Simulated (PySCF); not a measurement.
**Working out the ionisation energy of Rh²⁺**

Rh²⁺ [Kr] 4d7 (4F) → Rh³⁺ [Kr] 4d6 (5D). All numbers are calculated (PySCF 2.14, scalar relativity through the core potential, in cc-pVDZ-PP with ECP28MDF (4s4p3d1f, 38 functions)). Frozen: 4s2 4p6. Energies in hartree (1 hartree = 27.21139 eV):

```tsv
part	Rh²⁺ (lower)	Rh³⁺ (upper)
UHF	-108.562008	-107.483873
MP2 opposite-spin	-0.062327	-0.030141
MP2 same-spin	-0.048356	-0.044053
```

Q: What does Hartree-Fock give?

A: (-107.483873) − (-108.562008) = 1.078135 hartree = 29.338 eV.

Q: What do MP2 and SCS-MP2 (6/5 opposite-spin, 1/3 same-spin) give?

A: The opposite-spin parts differ by 0.876 eV and the same-spin parts by 0.117 eV. MP2: 29.338 + (0.876) + (0.117) = 30.331 eV. SCS-MP2: 29.338 + 1.2 × (0.876) + (0.117)/3 = 30.428 eV.

Reference: 31.06 eV (semi-empirical (NIST evaluation); NIST Atomic Spectra Database, ionization energies), between the lowest levels; spin-orbit coupling is absent from the calculation.

A double-zeta basis recovers only part of the correlation energy.

What remains against the reference includes basis incompleteness, the frozen core and correlation beyond second order.
